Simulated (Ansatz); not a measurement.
Program: Ansatz. Geometries: PBE0-D4/def2-TZVP. ΔE: electronic, gas phase. CCSD(T)/CBS is the MP2 limit (def2-TZVPP, def2-QZVPP) plus CCSD(T) − MP2 in def2-TZVPP, frozen cores. DFT in def2-TZVPP. B3LYP here is the variant with VWN-RPA as its local correlation; programs differ in this. One conformer a species, not always the lowest.

`BC[SiH]1CC1` → `C=C([SiH3])BC`  (isomerisation)

```tsv
level	ΔE (kcal/mol)
ωB97M-V	-8.7
B2PLYP	-12.3
PBE	-5.4
B3LYP	-13.4
SCS-MP2/def2-TZVPP	-12.1
HF/CBS(def2)	-22.4
MP2/CBS(def2)	-7.9
CCSD/CBS(def2)	-11.8
```

Q: What does CCSD(T)/CBS give? (Best estimate.)

A: The calculation gave: -10.8 kcal/mol. The listed levels differ from it by 2.1, -1.5, 5.4, -2.6, -1.3, -11.6, 2.9, -1.0 kcal/mol.

Largest T1 diagnostic among the species: 0.012.

In def2-TZVPP, CCSD(T) changes the Hartree–Fock value by +11.2 kcal/mol (the triples alone add +1.0 kcal/mol) and MP2 by +14.1 kcal/mol.
